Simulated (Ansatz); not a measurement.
Program: Ansatz. Geometries: PBE0-D4/def2-TZVP. ΔE: electronic, gas phase. CBS: MP2 limit from def2 TZ/QZ plus the TZ coupled-cluster correction, frozen cores. Functionals use def2-TZVPP. B3LYP here is the variant with VWN-RPA as its local correlation; programs differ in this. def2 core potentials past Kr. For Ge, I outer-core shells are correlated without core-valence functions, which leaves a few kJ/mol of doubt a bond. Scalar relativity is left out up to krypton. One conformer a species, not always the lowest.

`[CH3][GeH]([Cl])[I]` + `BCCN` → `[CH3][GeH]([NH2])[Cl]` + `BCCI`  (redistribution)

```json
{"level": "PBE-D4", "ΔE (kJ/mol)": "37.2", "difference from CCSD(T)/CBS": "8.5"}
{"level": "r2SCAN-D4", "ΔE (kJ/mol)": "34.8", "difference from CCSD(T)/CBS": "6.1"}
{"level": "B3LYP-D4", "ΔE (kJ/mol)": "35.3", "difference from CCSD(T)/CBS": "6.6"}
{"level": "PBE", "ΔE (kJ/mol)": "37.2", "difference from CCSD(T)/CBS": "8.5"}
{"level": "r2SCAN", "ΔE (kJ/mol)": "34.9", "difference from CCSD(T)/CBS": "6.2"}
{"level": "HF/def2-TZVPP", "ΔE (kJ/mol)": "41.6", "difference from CCSD(T)/CBS": "12.9"}
{"level": "SCS-MP2/def2-TZVPP", "ΔE (kJ/mol)": "25.5", "difference from CCSD(T)/CBS": "-3.2"}
{"level": "CCSD/def2-TZVPP", "ΔE (kJ/mol)": "28.9", "difference from CCSD(T)/CBS": "0.2"}
{"level": "MP2/CBS(def2)", "ΔE (kJ/mol)": "28.0", "difference from CCSD(T)/CBS": "-0.7"}
{"level": "CCSD/CBS(def2)", "ΔE (kJ/mol)": "31.0", "difference from CCSD(T)/CBS": "2.3"}
{"level": "CCSD(T)/CBS", "ΔE (kJ/mol)": "28.7", "difference from CCSD(T)/CBS": "0"}
```

Largest T1 diagnostic among the species: 0.010.

From PBE to PBE0 (25 % exact exchange), in def2-TZVPP and without D4, ΔE moves by +3.8 kJ/mol. In def2-TZVPP, CCSD(T) changes the Hartree–Fock value by −15.0 kJ/mol (the triples alone add −2.3 kJ/mol) and MP2 by −15.7 kJ/mol.
